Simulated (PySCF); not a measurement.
# C₆ coefficients of unlike pairs at PBE

Calculated with PySCF 2.14 from the dipole response of each species, C₆(A,B) = (3/π) ∫ α_A(iu) α_B(iu) du, in atomic units, from isotropic polarisabilities. For ions this is the dispersion term alone; charge-induced terms of lower order in 1/R come first.

```csv
species,configuration,basis,relativity,α (bohr³),C₆ (like pair)
Rb,[Kr] 5s1 (2S),aug-cc-pwCVTZ-X2C (10s9p7d3f),spin-free X2C,362.5,5622
Cu²⁺,[Ar] 3d9 (2D),aug-cc-pVTZ-DK (8s7p5d3f2g),spin-free X2C,3.119,8.551
Mn,[Ar] 3d5 4s2 (6S),def2-TZVPPD (6s6p4d2f1g),none,73.80,678.1
Si,[Ne] 3s2 3p2 (3P),dyall-acv3z (19s12p6d4f),none,41.48,341.7
```

Q: Estimate C₆ for Mn with Rb.

A: The integral gives 1733. The combination rule 2 C_A C_B / (C_A α_B/α_A + C_B α_A/α_B) gives 1704 and the geometric mean 1952.

No spin-orbit coupling is included.

The other pairs:

| pair | C₆ |
| --- | --- |
| Cu²⁺, Rb | 105.5 |
| Si, Mn | 471.0 |
| Si, Rb | 1101 |
| Si, Cu²⁺ | 41.99 |
| Mn, Cu²⁺ | 53.42 |
